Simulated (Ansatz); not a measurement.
AlCl2(SiH3) (AlSiH3Cl2), relaxed as a singlet with RKS PBE0-D4/def2-SVP in Ansatz, starting from the GFN2-xTB geometry. Force threshold 0.02 eV/Å.

Start:

```
atom   x (Å)   y (Å)   z (Å)
 Al1   0.727   1.057   0.280
 Cl2   2.679   0.926   0.865
 Cl3   0.011   2.964   0.144
 Si4  -0.614  -0.886  -0.228
  H5  -2.052  -0.683   0.027
  H6  -0.225  -2.076   0.552
  H7  -0.526  -1.303  -1.640
```

Q: Estimate the energy that the relaxation releases and the steps that it takes.

A: 0.10 eV, in 4 steps; 4.6 s on 4 threads of Arm Neoverse V2 on a shared host. No frequencies were taken in this run, so the end may be a saddle point.

Q: Does the start keep its bonding and symmetry?

A: By distances, no bond broke or formed. The bond that changes most is Al1–Cl3, from 2.04 to 2.10 Å (atoms count from 1). Point group Cs at the start, Cs at the end, both within 0.05 Å.

Q: Predict the relaxed structure.

A: 
```xyz
7

Al    0.716    1.040    0.277
Cl    2.724    0.872    0.870
Cl   -0.051    2.989    0.121
Si   -0.636   -0.915   -0.228
H    -2.079   -0.640    0.047
H    -0.189   -2.084    0.590
H    -0.485   -1.263   -1.676
```
Bond lengths: 2 × Al–Cl 2.10 Å; 1 × Al–Si 2.43 Å; 3 × H–Si 1.49 to 1.50 Å.
